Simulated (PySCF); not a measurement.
Constitutional and geometric isomers with formula CH2B2O. All species are isolated molecules in the gas phase. One relaxed conformer stands for each flexible species; it need not be the lowest. Strings in code marks are SMILES.

The dipole moment from two functionals at the same geometries (r2SCAN-D4/def2-TZVP), both in PySCF: PBE-D3(BJ)/def2-TZVP and r2SCAN-D4/def2-TZVP. 

```csv
species,PBE-D3(BJ)/def2-TZVP (D),r2SCAN-D4/def2-TZVP (D)
`[H]/B=C1/OB1`,0.92,1.01
`C1B2OB12`,1.88,1.98
`BB=C=O`,0.92,0.82
```

Over these rows, drawn at random from the members with no instability flagged (it was tested for open shells, ions and some series alone), PBE minus r2SCAN-D4: mean -0.03 D, from -0.09 D to +0.10 D.
